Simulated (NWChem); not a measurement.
System: In, doublet

All runs: NWChem. Spin-unrestricted. Medium grid unless said otherwise, to which SCAN and Minnesota functionals are sensitive. The open p shell is one determinant without spherical averaging. No stability test was run on the SCF state. def2 effective core potentials on In; no spin-orbit coupling. Total energies of different functionals are on different scales.

```json
[
 {"level": "B3LYP/def2-SVP", "energy (Ha)": "-190.1817", "highest occupied level (eV)": "-3.32", "lowest empty minus highest occupied level, either spin (eV)": "1.26", "<S²>": "0.752"},
 {"level": "PBE/def2-SVP", "energy (Ha)": "-190.1120", "highest occupied level (eV)": "-2.76", "lowest empty minus highest occupied level, either spin (eV)": "0.19", "<S²>": "0.752"},
 {"level": "M06/def2-SVP", "energy (Ha)": "-190.1728", "highest occupied level (eV)": "-3.22", "lowest empty minus highest occupied level, either spin (eV)": "1.21", "<S²>": "0.750"},
 {"level": "B97-D/def2-SVP", "energy (Ha)": "-190.4892", "highest occupied level (eV)": "-2.58", "lowest empty minus highest occupied level, either spin (eV)": "0.16", "<S²>": "0.752"},
 {"level": "M05-2X/def2-SVP", "energy (Ha)": "-190.0468", "highest occupied level (eV)": "-4.36", "lowest empty minus highest occupied level, either spin (eV)": "3.33", "<S²>": "0.753"},
 {"level": "BHandHLYP/def2-SVP", "energy (Ha)": "-190.0359", "highest occupied level (eV)": "-4.13", "lowest empty minus highest occupied level, either spin (eV)": "3.00", "<S²>": "0.753"},
 {"level": "UHF/def2-SVP", "energy (Ha)": "-189.2063", "highest occupied level (eV)": "-5.43", "lowest empty minus highest occupied level, either spin (eV)": "5.92", "<S²>": "0.759"},
 {"level": "r2SCAN/def2-SVP", "energy (Ha)": "-190.1766", "highest occupied level (eV)": "-3.02", "lowest empty minus highest occupied level, either spin (eV)": "0.62", "<S²>": "0.754"},
 {"level": "MPW1K/def2-SVP", "energy (Ha)": "-190.1783", "highest occupied level (eV)": "-4.15", "lowest empty minus highest occupied level, either spin (eV)": "2.76", "<S²>": "0.754"},
 {"level": "OLYP/def2-SVP", "energy (Ha)": "-190.3345", "highest occupied level (eV)": "(withheld)", "lowest empty minus highest occupied level, either spin (eV)": "(withheld)", "<S²>": "0.752"}
]
```

Q: What belongs in the gaps?

A: 
- OLYP/def2-SVP, highest occupied level (eV): -2.52
- OLYP/def2-SVP, lowest empty minus highest occupied level, either spin (eV): 0.28
